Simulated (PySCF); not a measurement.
Precursor series Zn NH2-Br. Isolated molecules, 0 K electronic values unless said otherwise. One relaxed conformer stands for each flexible species; it need not be the lowest.

Computed with PBE-D3(BJ)/def2-TZVP // PBE-D3(BJ)/def2-SVP (PySCF). All candidates: neutral, multiplicity 1. 

| Property | Result |
|---|---|
| HOMO–LUMO gap | 4.57 eV |
| HOMO | -7.31 eV |
| LUMO | -2.74 eV |

Task: Identify which member has these values.
(A) [Zn(Br)2]
(B) [Zn(NH2)2]
(C) [Zn(NH2)(Br)]

Result: A, [Zn(Br)2]. The others give [Zn(NH2)2]: 4.31 eV, -5.53 eV, -1.22 eV; [Zn(NH2)(Br)]: 4.20 eV, -6.15 eV, -1.96 eV
